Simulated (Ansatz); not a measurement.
The same molecule with X = B, Al, Ga. Ansatz, PBE0-D4/def2-TZVP geometries, multiplicity 1. Each molecule was computed in one conformer, which needn't be the lowest.

Scalar relativity is left out up to krypton.

```json
{"X": "B", "molecule": "`BN[SiH](C)C`", "mean X–H bond length / Å": "1.199", "mean X–N bond length / Å": "1.396", "LUMO energy (B3LYP/def2-TZVPP) / eV": "-0.24", "HOMO energy (PBE0/def2-TZVPP) / eV": "-8.12", "HOMO energy (PBE/def2-TZVPP) / eV": "-6.87"}
{"X": "Al", "molecule": "`C[SiH](C)[NH][AlH2]`", "mean X–H bond length / Å": "1.583", "mean X–N bond length / Å": "1.779", "LUMO energy (B3LYP/def2-TZVPP) / eV": "-1.01", "HOMO energy (PBE0/def2-TZVPP) / eV": "-7.45", "HOMO energy (PBE/def2-TZVPP) / eV": "-6.20"}
```

Q: Give the row for X = Ga, `C[SiH](C)[NH][GaH2]`. (Best estimate.)

A: Ansatz gave: 
| X | molecule | mean X–H bond length / Å | mean X–N bond length / Å | LUMO energy (B3LYP/def2-TZVPP) / eV | HOMO energy (PBE0/def2-TZVPP) / eV | HOMO energy (PBE/def2-TZVPP) / eV |
| --- | --- | --- | --- | --- | --- | --- |
| Ga | `C[SiH](C)[NH][GaH2]` | 1.562 | 1.830 | -1.24 | -7.31 | -6.08 |

From B to Ga the mean X–H bond length isn't monotonic: highest at Al, lowest at B; the mean X–N bond length rises at each step, by 0.434 Å in all; the LUMO energy (B3LYP/def2-TZVPP) falls at each step, by 1.00 eV in all; the HOMO energy (PBE0/def2-TZVPP) rises at each step, by 0.81 eV in all; the HOMO energy (PBE/def2-TZVPP) rises at each step, by 0.79 eV in all.

B3LYP here is the variant with VWN-RPA as its local correlation; programs differ in this.
